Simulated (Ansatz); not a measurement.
Relaxation of AlClFH3O2 (8 atoms, charge 0, multiplicity 1), to a largest force component of 0.03 eV/Å in at most 50 steps.

These are results of RKS PBE-D4/6-31G* in Ansatz, not measurements.

```xyz
8
Properties=species:S:1:pos:R:3
Al 0.163 0.466 -0.423
O -0.131 0.031 2.488
H -1.100 -0.098 2.561
O 1.665 -0.113 -1.002
H 1.662 -0.961 -1.483
Cl -1.703 -0.352 -0.961
F 0.178 1.931 0.404
H -0.043 1.003 2.298
```

Q: Where does it end, and by what steps?

A: The forces met the threshold. After 10 steps the energy has fallen by 0.755 eV; H3 moved furthest, 0.62 Å. Joined: Al1–O2 (2.96 → 2.00 Å).

| step | energy less start (eV) | largest force component (eV/Å) | accepted |
| --- | --- | --- | --- |
| 0 | 0.0000 | 0.787 | yes |
| 1 | -0.1890 | 1.037 | yes |
| 2 | -0.4245 | 1.345 | yes |
| 3 | -0.6584 | 0.577 | yes |
| 4 | -0.7249 | 0.498 | yes |
| 5 | -0.7431 | 0.177 | yes |
| 6 | -0.7484 | 0.106 | yes |
| 7 | -0.7529 | 0.071 | yes |
| 8 | -0.7547 | 0.052 | yes |
| 9 | -0.7551 | 0.031 | yes |
| 10 | -0.7552 | 0.014 | yes |

```xyz
8
Properties=species:S:1:pos:R:3
Al 0.147 0.511 -0.054
O -0.020 0.067 1.891
H -0.919 -0.315 2.014
O 1.594 -0.172 -0.688
H 1.506 -0.965 -1.245
Cl -1.746 -0.336 -0.633
F 0.167 2.156 0.289
H -0.039 0.960 2.306
```

Whether the end is a true minimum wasn't checked by a vibrational analysis.

The run took 18 s on 2 threads of Arm Neoverse V2, with other jobs on the host, peak memory 0.15 GiB.
